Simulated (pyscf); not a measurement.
Optimised with ωB97X-D3(BJ)/def2-SVP in PySCF.

What is the homolytic dissociation enthalpy (298 K, ωB97M-D3(BJ)/def2-TZVP) of the O–Zn bond of H₃C–Zn–O–Na (SMILES [CH3][Zn][O][Na]), to [H₃C–Zn]• + •O–Na?

O–Zn to [H₃C–Zn]• + •O–Na: 4.20 eV. The 7 functionals that were run give +4.06 (B3LYP-D3(BJ)) to +4.31 eV (ωB97X-D3(BJ)/def2-TZVP). The radicals are drawn with the spin at the cut bond; how far it spreads was not checked. Other isomers of [H₃C–Zn]• were not searched in full and may lie lower. The term symbol of open-shell •O–Na was not checked; spin-orbit terms are left out. Elements up to Kr have no core potential and no relativistic terms here.
